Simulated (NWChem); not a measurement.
Species: MgO; SMILES [O]=[Mg]

Results from NWChem. Pople sets run with spherical d functions. The geometry was optimised at B3LYP/6-31G* (spherical d). Level B3LYP/6-31G*: single points from the atomic guess with DIIS by default; each run changes one setting, and all converged runs end within 0.3 mHa of each other. cgmin counts macro-iterations, each dearer than a DIIS step.

**Question.** Which setting needs the most SCF iterations, or fails (no level shifting; quadratically convergent solver (cgmin); level shift of 0.5 Ha throughout; DIIS on 3 Fock matrices; DIIS on 20 Fock matrices; defaults)?

**Answer.** level shift of 0.5 Ha throughout, with 32 against 13 for the defaults.
| setting | SCF iterations |
|---|---|
| defaults | 13 |
| no level shifting | 13 |
| DIIS on 20 Fock matrices | 11 |
| quadratically convergent solver (cgmin) | 9 |
| level shift of 0.5 Ha throughout | 32 |
| DIIS on 3 Fock matrices | 12 |
